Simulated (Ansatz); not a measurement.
The inner images of a band of CH2AlF2 (6 atoms, charge -1, multiplicity 1) are given out of order.

Computed with Ansatz 0.2.0, RKS PBE/def2-SVP.

Image 0:

```xyz
6
Properties=species:S:1:pos:R:3
F -0.603 2.002 -0.486
C -0.137 0.689 -0.710
Al 0.121 -0.600 0.603
F 0.700 -2.176 0.187
H 0.047 0.558 -1.802
H -0.128 -0.473 2.207
```

Image 6:

```xyz
6
Properties=species:S:1:pos:R:3
F -0.035 0.880 -1.992
C -0.180 0.773 -0.599
Al 0.148 -0.654 0.537
F 0.726 -2.223 0.110
H -0.556 1.745 -0.196
H -0.104 -0.522 2.140
```

Problem. Put them in order from the first end to the last, with their energies above the first end.
A.
```xyz
6
Properties=species:S:1:pos:R:3
F 0.513 1.741 -1.226
C -0.314 0.765 -0.624
Al 0.163 -0.641 0.510
F 1.305 -1.896 0.210
H -1.369 0.953 -0.932
H -0.297 -0.921 2.061
```
B.
```xyz
6
Properties=species:S:1:pos:R:3
F 0.281 2.064 -0.684
C -0.098 0.684 -0.870
Al 0.101 -0.571 0.548
F 1.348 -1.754 0.412
H -1.085 0.676 -1.406
H -0.547 -1.099 1.999
```
C.
```xyz
6
Properties=species:S:1:pos:R:3
F 0.009 2.078 -0.571
C -0.071 0.678 -0.833
Al 0.075 -0.599 0.566
F 1.184 -1.907 0.367
H -0.803 0.531 -1.665
H -0.393 -0.781 2.136
```
D.
```xyz
6
Properties=species:S:1:pos:R:3
F -0.273 2.072 -0.490
C -0.110 0.690 -0.743
Al 0.095 -0.603 0.590
F 0.957 -2.068 0.279
H -0.373 0.500 -1.809
H -0.296 -0.591 2.174
```
E.
```xyz
6
Properties=species:S:1:pos:R:3
F 0.353 1.194 -1.770
C -0.213 0.834 -0.533
Al 0.094 -0.696 0.499
F 0.961 -2.121 0.057
H -1.127 1.457 -0.376
H -0.068 -0.669 2.123
```

Solution. D (+19.0 kJ/mol), C (+64.1 kJ/mol), B (+98.7 kJ/mol), A (+56.8 kJ/mol), E (+10.8 kJ/mol).

The run took 2.2 min on 1 thread of Arm Neoverse V1, with other jobs on the host, peak memory 0.24 GiB.
